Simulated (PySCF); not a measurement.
Input file for PySCF: R-B3LYP/6-311+G** on H3NOSi (SMILES N[Si]O), a point of a torsion scan.

```python
from pyscf import gto, scf, dft, mp
from pyscf.data.elements import chemcore

mol = gto.M(
    atom='''
    N    -1.01414670   -0.04757369    0.17168626
    Si    0.39194984   -0.94332127    0.58700473
    O     1.54962894   -0.21825367   -0.29557524
    H    -1.92025536   -0.24902616    0.55622963
    H    -1.04665294    0.73291577   -0.47422800
    H     1.41424504    0.52585461   -0.88629785
    ''',
    basis='6-311+g**',
    charge=0, spin=0, verbose=3, max_memory=1800)
mf = dft.RKS(mol, xc='b3lyp')
mf.conv_tol = 1e-8
mf.max_cycle = 100
mf.kernel()
if not mf.converged:
    mf = mf.newton().run(mf.mo_coeff, mf.mo_occ)
```

It printed:

```
converged SCF energy = -421.393655381026
```

Self-consistency was reached.

Cost: about 6 core-seconds (a rough figure).
